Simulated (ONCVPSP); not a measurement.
# Before and after: ONCV potential for Zr

Zr, optimised norm-conserving Vanderbilt (ONCV), made with ONCVPSP 4.0.1 (revPBE, non-relativistic). Core [Ar] 3d10, reference 4s2 4p6 4d2 5s2. Waves: 4s+5s: rc 1.85 bohr, ncon 3, nbas 8, qcut 7.5 1/bohr, 3 projectors, debl 1.6 Ha; 4p: rc 2.10 bohr, ncon 3, nbas 6, qcut 8.3 1/bohr, 3 projectors, debl 0.4 Ha; 4d: rc 1.70 bohr, ncon 4, nbas 8, qcut 6.5 1/bohr, 2 projectors, debl 3.9 Ha. Local part: polynomial inside 1.20 bohr (lpopt 5, dvloc0 0 Ha). Core correction: Teter function, fcfact 5.5, rcfact 1.75.

In the p channel the program set the typed energies aside and used -1.185, 0.250, 0.650 Ha.

All-electron outer shells of the reference configuration (revPBE, non-relativistic, ld1.x):

| shell | level (eV) | outermost node (bohr) | outermost maximum (bohr) |
| --- | --- | --- | --- |
| 3d | -177.82 | – | 0.35 |
| 4s | -52.22 | 0.56 | 1.10 |
| 4p | -32.24 | 0.57 | 1.19 |
| 5s | -4.23 | 1.50 | 3.23 |
| 4d | -3.93 | 0.58 | 1.57 |

Change: d: nproj 1.

Cutoffs: the cutoffs (Ha) at which the residual kinetic energy of the hardest occupied pseudo-wave falls to 1 and 0.1 mHa per electron; they do not see the model core or the augmentation charge, which bear on the density cutoff. Errors are all-electron minus pseudo energies relative to the spin-unpolarised reference configuration.

Question: Predict the effect on cutoff, ghosts and configuration errors.

Answer: The potential gets neither clearly harder nor softer (17 Ha and 21 Ha → 17 Ha and 21 Ha); the errors of the 4 common tests hardly move; the range in which the d phases agree narrows (upper end at the end of the scan → 3.2); neither file shows a bound ghost.

```csv
quantity,base,changed
"cutoff, loose",17 Ha,17 Ha
"cutoff, tight",21 Ha,21 Ha
bound ghosts,none,none
GHOST(+) flags under 300 eV,s at 248.8 eV,s at 248.8 eV
"error for 4s2 4p6 4d2 5s1, meV [ΔE 6.85 eV]",-0.9,-0.8
"error for 4s2 4p6 4d2 5s0, meV [ΔE 19.32 eV]",-6.2,-6.1
"error for 4s2 4p6 4d1 5s0, meV [ΔE 42.21 eV]",-13,-12
"error for 4s2 4p6 4d2.5 5s1.5, meV [ΔE 0.26 eV]",-1.6,-1.5
s: phases at 1.88 bohr within 0.05 rad from the reference energy up to (Ha; the scan ends near 5),to the end of the scan,to the end of the scan
p: phases at 2.13 bohr within 0.05 rad from the reference energy up to (Ha; the scan ends near 5),to the end of the scan,to the end of the scan
d: phases at 1.72 bohr within 0.05 rad from the reference energy up to (Ha; the scan ends near 5),to the end of the scan,3.2
"rms error of d²Exc/dni dnj with the model core, mHa",4.69,4.69
```
